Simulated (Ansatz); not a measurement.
This geometry of ClHSSn (4 atoms, charge 0, multiplicity 1) is a first-order saddle point.

The calculation used RKS r2SCAN-D4/def2-SVP (Ansatz).

```xyz
4
Properties=species:S:1:pos:R:3
S 0.686 1.051 -0.843
Sn -1.304 -0.144 0.071
Cl -0.382 -2.349 0.335
H 1.056 1.381 0.417
```

Problem. Which two structures does it join? (They come from a converged band through this point; their orientation in space is the band's.)

Solution. No bond is made or broken. The dihedral H4–S1–Sn2–Cl3 goes from 0 to 180°.

Initial state:

```xyz
4
Properties=species:S:1:pos:R:3
S 0.196 1.504 -0.410
Sn -1.421 -0.349 -0.343
Cl 0.105 -1.952 0.610
H 1.176 0.737 0.123
```

Final state:

```xyz
4
Properties=species:S:1:pos:R:3
S 0.846 0.965 -0.047
Sn -1.060 -0.579 -0.163
Cl 0.142 -2.431 0.765
H 0.128 1.985 -0.576
```

Problem. How far does it lie above each of them?

Solution. 0.41 eV above the first and 0.37 eV above the second. This is the barrier of this one path; another mechanism may lie lower.

The run took 60 s on 1 thread of Intel(R) Xeon(R) 6975P-C (Granite Rapids), with other jobs on the host, peak memory 0.15 GiB.
